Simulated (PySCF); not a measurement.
Working out the ionisation energy of Mn⁺

Mn⁺ [Ar] 3d5 4s1 (7S) → Mn²⁺ [Ar] 3d5 (6S). All numbers are calculated (PySCF 2.14, scalar relativity by spin-free X2C-1e, in aug-cc-pVDZ-DK (7s6p4d2f, 59 functions)). Frozen: [Ar]. Energies in hartree (1 hartree = 27.21139 eV):

```
            part   Mn⁺ (lower)  Mn²⁺ (upper)
             UHF  -1157.160754  -1156.613751
CCSD correlation     -0.076323     -0.060184
             (T)     -0.000874     -0.000506
```

Task: What does Hartree-Fock give?

Result: (-1156.613751) − (-1157.160754) = 0.547003 hartree = 14.885 eV.

Task: What do CCSD and CCSD(T) give?

Result: The CCSD correlation energies differ by 0.016139 hartree = 0.439 eV and the triples by 0.000368 hartree = 0.010 eV, so CCSD gives 15.324 eV and CCSD(T) 15.334 eV.

Measured between the centres of the two terms (NIST): 15.640 eV, so CCSD(T) (valence) is off by -0.306 eV.

A double-zeta basis recovers only part of the correlation energy.

What remains against the reference includes basis incompleteness, the frozen core and higher excitations.
